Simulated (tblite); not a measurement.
Run record: tight-binding relaxation, `Br[Si@@H]1O[SiH2][SiH2]C[SiH2]1`.

Computed with GFN2-xTB geometry optimisation, gas phase (tblite 0.8.0). Start geometry: from a force field or distance geometry. The input is one job of a driver script: a line of settings, then coordinates in Å.

Command:
```bash
OMP_NUM_THREADS=1 python probes_run.py task.json out
```

Input:
```
{"job": {"kind": "relax", "xc": "GFN2-xTB", "basis": "xTB"}, "charge": 0, "multiplicity": 1}
Br    -2.413100     2.020400     1.549400
Si    -0.936100     1.786700    -0.118700
O     -1.480100     0.618800    -1.242200
Si    -1.574000    -0.867000    -0.425900
Si     0.454200    -1.773200    -0.299800
C      1.679700    -0.369200    -0.353600
Si     1.021200     1.058000     0.669000
H     -0.678900     3.051300    -0.793200
H     -1.993400    -0.563300     0.962400
H     -2.581700    -1.774900    -0.974300
H      0.637600    -2.708200    -1.420800
H      0.587100    -2.422300     0.997900
H      1.838100    -0.039000    -1.386200
H      2.618000    -0.737800     0.102700
H      0.805300     0.584600     2.054500
H      2.008500     2.144100     0.667200
```

Output:
```
step      E/eV     max force
  0    -595.70091    2.183
  1    -595.86086    1.469
  2    -595.99305    1.128
  3    -596.08712    1.387
  4    -596.32696    0.954
  5    -596.41463    0.801
  6    -596.46793    0.588
  7    -596.51966    0.593
  8    -596.56970    0.673
  9    -596.61671    0.565
... (103 lines left out)
113    -596.87428    0.024
114    -596.87435    0.020
115    -596.87441    0.020
116    -596.87447    0.026
117    -596.87457    0.034
118    -596.87470    0.045
119    -596.87483    0.046
120    -596.87492    0.025
121    -596.87495    0.013
122    -596.87497    0.009
```

«max force» is the largest atomic force in eV/Å.

**Question.** From which step on does the largest force stay under 0.1 eV/Å, and how much energy is left to gain from there?

**Answer.** From step 86 (0.070 eV/Å), 3.6 meV above the end.

In short: energy lowered by 27.1 kcal/mol over 122 steps; largest atomic force 0.009 eV/Å at the end.

Time: 1.2 s of wall time. Hardware: one thread of an Arm Neoverse V2, no GPU, shared host with 32 logical CPUs at a one-minute load of 29.
Labels such as C1 count atoms from 1, the log's own numbers from 0.
